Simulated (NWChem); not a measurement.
System: SOF, doublet; SMILES O=[S]F

Program: NWChem. Spin-unrestricted. Medium grid unless said otherwise, to which SCAN and Minnesota functionals are sensitive. In the optimisation the excess spin sits in a" (Cs, its own frame). The geometry was optimised at PBE0/def2-SVP, spin-unrestricted. No stability test was run on the SCF state. Total energies of different functionals are on different scales.

```csv
level,energy (Ha),highest occupied level (eV),"lowest empty minus highest occupied level, either spin (eV)",dipole (D),<S²>,relative time
B3LYP/def2-TZVP,-573.3327,-7.11,3.38,1.80,0.755,1
PBE/def2-TZVP,-572.9907,-5.74,1.33,1.60,0.753,1
MN15/def2-TZVP,-573.0484,-8.00,5.00,1.83,0.753,1
BHandHLYP/def2-TZVP,-573.2320,-8.95,6.69,1.96,0.762,1
RPBE/def2-TZVP,-573.2721,-5.69,1.38,1.57,0.753,1
B97-2/def2-TZVP,-573.2849,-7.06,3.47,1.74,0.755,1
BLYP/def2-TZVP,-573.3170,-5.63,1.27,1.68,0.753,1
N12/def2-TZVP,-573.2436,-5.84,1.33,1.68,0.753,1
LC-BLYP (range parameter 0.33 per bohr)/def2-TZVP,-572.8386,-9.67,8.40,1.88,0.755,6
```

Relative times are rough (shared machine, one core).
